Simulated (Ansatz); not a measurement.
Consider the atomization: `CC1=C(Cl)[SiH2]1` → 3 C• + Cl• + 5 H• + Si•.

Gas-phase electronic energies from Ansatz, PBE0-D4/def2-TZVP geometries. CCSD(T)/CBS adds triple-zeta CCSD(T) − MP2 to the extrapolated MP2 energy (def2 sets, frozen cores). This one scheme is used for every species, atoms too. For atomizations the MP2-based limit and the directly extrapolated one differ by several kJ/mol either way, and by 10 to 25 for some Ge, Se and Sn compounds, so smaller differences from it don't rank the levels. DFT in def2-TZVPP. B3LYP here is the variant with VWN-RPA as its local correlation; programs differ in this. Open shells (•) are unrestricted, without spin–orbit coupling. Spin–orbit coupling would lower the free atoms: a little for C, Cl, Si.

```csv
level,ΔE (kJ/mol),difference from CCSD(T)/CBS
PBE-D4,3857.5,115.7
BLYP-D4,3735.8,-6.0
r2SCANh-D4,3754.8,13.0
CAM-B3LYP-D4,3749.5,7.7
ωB97X-V,3761.8,20.0
r2SCAN,3772.0,30.2
PBE0,3771.8,30.0
B3LYP,3704.8,-37.0
r2SCANh,3748.6,6.8
r2SCAN0,3715.4,-26.4
BHLYP,3606.4,-135.4
CAM-B3LYP,3728.9,-12.9
SCS-MP2/def2-TZVPP,3689.2,-52.6
HF/def2-QZVPP,2732.7,-1009.1
MP2/def2-QZVPP,3782.8,41.0
SCS-MP2/def2-QZVPP,3754.4,12.6
CCSD(T)/CBS,3741.8,0
```

Largest T1 diagnostic among the species: 0.012.

Leaving LDA and LC-ωPBE aside and taking each functional with its dispersion term where it has one, the values, not all of them listed here, spread over 221.3 kJ/mol, from BHLYP-D4 to PBE-D4. LDA lies +487.3 kJ/mol from PBE without D4, its usual overbinding. From PBE to PBE0 (25 % exact exchange), in def2-TZVPP and without D4, ΔE moves by −62.1 kJ/mol: exact exchange takes away binding that semilocal exchange gives to molecules.
